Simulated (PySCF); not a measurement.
dichloro(silylmethyl)silane (CH6Cl2Si2), SMILES Cl[SiH](Cl)C[SiH3].

Geometry optimised at r2SCAN-D4/def2-SVP. The values are those of a single conformer.

Vertical ionisation energy (IE) and electron affinity (EA) in eV. Rows of orbital energies are one-electron estimates. Where ΔSCF, EOM or ADC give a negative EA the extra electron is unbound and the value depends on the basis.

```tsv
level	IE	EA
−ε(HOMO), −ε(LUMO), r2SCAN/def2-TZVP (PySCF)	7.84	0.29
−ε(HOMO), −ε(LUMO), PBE/def2-TZVP (PySCF)	…	…
```

Problem. Complete the blanks. (Estimate from the structure and the level; the computed values follow.)

Solution. 
- −ε(HOMO), −ε(LUMO), PBE/def2-TZVP (PySCF), IE: 7.51
- −ε(HOMO), −ε(LUMO), PBE/def2-TZVP (PySCF), EA: 0.68
